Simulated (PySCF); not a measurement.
B4H7N3.
Atom-mapped SMILES: `[BH2:1][N:2]1[BH:3][NH:4][BH:5][NH:6][BH:7]1` (hydrogens: H8, H9 on B1; H10 on B3; H11 on N4; H12 on B5; H13 on N6; H14 on B7)

Structure used (PBE0-D3(BJ)/def2-SVP), in Å, numbered top down from 1:
```
atom  x, y, z in Å
B1     2.1933    0.0674    0.8297
N2     0.8617    0.0260    0.3170
B3     0.2012   -1.2498    0.0962
N4    -1.1266   -1.2534   -0.4075
B5    -1.8493   -0.0583   -0.7029
N6    -1.1751    1.1796   -0.4772
B7     0.1520    1.2595    0.0222
H8     2.7278    1.1361    1.0116
H9     2.7720   -0.9655    1.0740
H10    0.7716   -2.2855    0.3380
H11   -1.5813   -2.1452   -0.5555
H12   -2.9810   -0.0936   -1.1243
H13   -1.6638    2.0422   -0.6792
H14    0.6808    2.3297    0.1995
```

Level: B3LYP/def2-SVPD in PySCF, non-relativistic, on one gas-phase PBE0-D3(BJ)/def2-SVP geometry that isn't relaxed in the solvent. The solvent is an IEF-PCM continuum (cavity from Bondi-type radii × 1.2), and excitations are vertical TDDFT with non-equilibrium linear response and a frozen core. The model holds no explicit solvent molecules, cavitation or dispersion.

Gas-phase singlets (H = HOMO, L = LUMO):

| state | E (eV) | λ (nm) | f | leading configurations |
| --- | --- | --- | --- | --- |
| S1 | 6.123 | 202 | 0.000 | H-1→L 96% |
| S2 | 6.208 | 200 | 0.018 | H→L 96% |
| S3 | 6.826 | 182 | 0.288 | H-2→L 93% |
| S4 | 6.846 | 181 | 0.001 | H-3→L 98% |
| S5 | 6.978 | 178 | 0.006 | H-4→L 94% |

How does the list change in chloroform (ε = 4.711)?

```tsv
state	E (eV)	λ (nm)	f	leading configurations	change by rank (eV)
S1	6.066	204	0.022	H→L 97%	-0.057
S2	6.173	201	0.000	H-2→L 95%	-0.035
S3	6.679	186	0.399	H-1→L 96%	-0.147
S4	6.808	182	0.000	H-3→L 97%	-0.038
S5	6.907	180	0.006	H-4→L 94%	-0.071
```

The ground-state energy changes by -0.088 eV from gas to chloroform. By how much does the total energy of gas-phase S2 change?

E(S2) = E(S0) + excitation energy, so it changes by -0.088 − 0.142 = -0.230 eV: it is lowered more than the ground state, which is what a red shift means. This is the vertical state, with the slow part of the continuum still set for S0.

How do the frontier levels move from gas to chloroform?

```csv
orbital,gas (eV),solvent (eV),change (eV)
LUMO+2,0.04,0.10,+0.06
LUMO+1,-0.23,-0.16,+0.07
LUMO,-1.19,-1.18,+0.01
HOMO,-8.30,-8.14,+0.16
HOMO-1,-8.69,-8.61,+0.08
HOMO-2,-8.71,-8.76,-0.05
HOMO-3,-9.14,-9.10,+0.04
```

The HOMO–LUMO gap goes from 7.11 to 6.96 eV. Rows go by rank; for HOMO-2 and HOMO-1 the atom shares or the degeneracy differ between the runs, so the row needn't follow one orbital.
